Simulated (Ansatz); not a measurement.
Calculated with Ansatz (gas phase, PBE0-D4/def2-TZVP geometries, no zero-point term in ΔE). CBS: MP2 limit from def2 TZ/QZ plus the TZ coupled-cluster correction, frozen cores. Functionals use def2-TZVPP. For Br outer-core shells are correlated without core-valence functions, which leaves a few kJ/mol of doubt a bond. Scalar relativity is left out up to krypton. One conformer a species, not always the lowest.

Reaction (redistribution): `COB(C)O` + `CNBCBr` → `COB(O)Br` + `CCBNC`

```csv
level,ΔE (kJ/mol),difference from CCSD(T)/CBS
PBE-D4,-73.5,2.0
r2SCAN-D4,-77.6,-2.1
ωB97X-V,-75.9,-0.4
ωB97M-V,-75.7,-0.2
r2SCAN,-77.9,-2.4
CCSD/def2-TZVPP,-74.4,1.1
CCSD(T)/def2-TZVPP,-73.8,1.7
HF/def2-QZVPP,-77.9,-2.4
MP2/CBS(def2),-80.7,-5.2
CCSD/CBS(def2),-76.0,-0.5
CCSD(T)/CBS,-75.5,0
```

Largest T1 diagnostic among the species: 0.012.

From PBE to PBE0 (25 % exact exchange), in def2-TZVPP and without D4, ΔE moves by −3.6 kJ/mol.
